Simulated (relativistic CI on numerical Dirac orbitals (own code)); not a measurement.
## Cu³⁺ in a cubic cluster: 2p photoemission with charge transfer

Computed with a charge-transfer multiplet model of a cubic metal-ligand cluster with up to 2 ligand holes, Slater and spin-orbit integrals from Dirac-Coulomb-Breit ions, Slater integrals scaled by 0.8. The ground state mixes d8 with configurations of k ligand holes L, whose averages lie at kΔ + k(k − 1)U_dd/2; a core hole lowers each added d electron by U_cd. 300 K, Lorentzian 0.6 eV and Gaussian 0.8 eV FWHM.

Atomic integrals in eV (Slater integrals scaled, ζ unscaled), ground: F2dd 11.066, F4dd 6.905, zeta_d 0.110; with the core hole: F2dd 12.413, F4dd 7.786, zeta_d 0.150, zeta_core 13.370, F2cd 7.564, G1cd 5.867, G3cd 3.340.

Cluster parameters (eV): U_dd = 6.9, U_cd = 8.2, 10Dq = 1.15, 10Dq(ligand) = 0.7, V(eg) = 2.95, V(t2g) = -1.61, final-state hopping factor = 1.

```tsv
Case	n_d	d8	d9L	d10L2	S
Δ = -2.1 eV	8.76	0.34	0.57	0.10	1.00
Δ = -1.1 eV	8.66	0.41	0.52	0.07	1.00
Δ = 0.9 eV	8.48	0.56	0.41	0.04	1.00
Δ = 1.9 eV	8.40	0.63	0.35	0.02	1.00
Δ = 3.9 eV	8.28	0.73	0.25	0.01	1.00
```

Weights, n_d and S are thermal averages at 300 K. Binding energies count from the first peak over 30 % of the highest in each spectrum, which can be another peak from case to case. The parameters are a model scan and need not match a compound or its usual spin state. Peaks in eV (height, largest 100):
- Δ = -2.1 eV: 0.0 (100), 8.9 (24), 20.2 (51), 28.2 (19)
- Δ = -1.1 eV: 0.0 (100), 7.9 (27), 20.3 (50), 28.1 (20)
- Δ = 0.9 eV: 0.0 (100), 7.6 (34), 13.8 (6), 20.4 (49), 27.9 (22), 34.1 (6)
- Δ = 1.9 eV: 0.0 (100), 7.6 (36), 13.2 (6), 20.5 (49), 28.0 (22), 33.4 (6)
- Δ = 3.9 eV: 0.0 (100), 7.5 (32), 20.6 (49), 28.1 (21)

For the case Δ = 0.9 eV, Δ = 0.9 eV is smaller than U_dd = 6.9 eV, the charge-transfer side of the Zaanen-Sawatzky-Allen scheme. With the core hole the configuration with one ligand hole lies at Δ − U_cd = -10.3, -9.3, -7.3, -6.3, -4.3 eV from the one without, in the order of the table; where this is negative the screened configuration lies lower, though the effective hopping of about 3.6 eV (from the holes of the mixed ground state) mixes the two strongly wherever it is as large as the gap.
